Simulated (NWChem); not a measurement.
Species: CH3Cl3Si; SMILES C[Si](Cl)(Cl)Cl

Results from NWChem. Pople sets run with spherical d functions. Each level has its own optimisation; frequencies are unscaled.

| level | r C–Si (Å) | r C–H (Å) | r Cl–Si (Å) | highest harmonic frequency (cm⁻¹) | lowest (cm⁻¹) | zero-point energy (kcal/mol) | dipole (D) |
|---|---|---|---|---|---|---|---|
| B3LYP/3-21G | 1.880 | 1.095 | 2.159 | 3149 | 142 | 26.8 | 3.45 |
| Hartree-Fock/STO-3G | 1.853 | 1.083 | 2.078 | 3764 | 127 | 32.1 | 3.30 |
| B3LYP/6-31G* | 1.861 | 1.095 | 2.065 | 3146 | 154 | 26.9 | 2.42 |
